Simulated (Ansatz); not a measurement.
System: PO, charge 0, doublet. PO (SMILES O=[P], doublet).
B3LYP-D3(BJ)/def2-TZVP minimum from Ansatz (a program for electronic structure):
```
P
O 1 1.4798
```
Charge 0, spin multiplicity 2.

Total energies in hartree (Ansatz). Open shells are spin-unrestricted; no spin-orbit coupling. Correlated methods leave the cores frozen. No relativity.

```tsv
species	HF/cc-pV(T+d)Z	CCSD(T)/cc-pV(T+d)Z	HF/cc-pV(Q+d)Z	CCSD(T)/cc-pV(Q+d)Z	CCSDT(Q)/cc-pV(Q+d)Z
1: PO (SMILES O=[P], doublet)	-415.62379	-416.00619	-415.63425	-416.04220	-416.04435
2: P (quartet)	-340.71631	-340.82157	-340.71872	-340.82830	-340.82921
3: O (triplet)	-74.81176	-74.97396	-74.81729	-74.99357	-74.99396
```

### Question
Work out the atomisation energy (electronic, to ground-state atoms) in kcal/mol: take Hartree-Fock from cc-pV(Q+d)Z, extrapolate the CCSD(T) correlation energy as X^-3 (X = 3, 4), and add CCSDT(Q) - CCSD(T) in cc-pV(Q+d)Z. 1 hartree = 627.51 kcal/mol.

### Answer

Species 1: correlation (64·(-0.40795) - 27·(-0.38240))/37 = -0.42659; step -0.00215; E1 = -415.63425 + (-0.42659) + (-0.00215) = -416.06299
Species 2: correlation (64·(-0.10958) - 27·(-0.10526))/37 = -0.11273; step -0.00091; E2 = -340.71872 + (-0.11273) + (-0.00091) = -340.83236
Species 3: correlation (64·(-0.17628) - 27·(-0.16220))/37 = -0.18655; step -0.00039; E3 = -74.81729 + (-0.18655) + (-0.00039) = -75.00423
-1·E1 +1·E2 +1·E3 = 0.22640 hartree = 142.1 kcal/mol.
